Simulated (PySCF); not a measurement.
1,1-difluoro-2-methylprop-1-ene (C₄H₆F₂), SMILES CC(C)=C(F)F. Coordinates come from a PBE-D3(BJ)/def2-SVP optimisation.

Level of theory: PySCF with PBE-D3(BJ)/def2-SVP.

Harmonic wavenumbers (cm⁻¹): 151, 162, 176, 236, 318, 330, 513, 526, 584, 731, 938, 953, 956, 1045, 1158, 1231, 1279, 1352, 1354, 1398, 1405, 1414, 1417, 1776, 2953, 2957, 3018, 3019, 3089, 3089. Rotational constants (GHz): 4.788, 3.149, 1.947; symmetry number 2.

Problem. Work out the zero-point energy and the ideal-gas rigid-rotor harmonic-oscillator thermochemistry at 298.15 K and 1 atm.

Solution. ZPE = ½ Σ hcν = ½ × 39527 cm⁻¹ = 56.51 kcal/mol. H − E(el) = 61.45 kcal/mol. Entropy in cal/(mol K): translation 39.47, rotation 25.42, vibration 14.59, total 79.48. G − E(el) = 37.75 kcal/mol. Cp = 25.81 cal/(mol K).
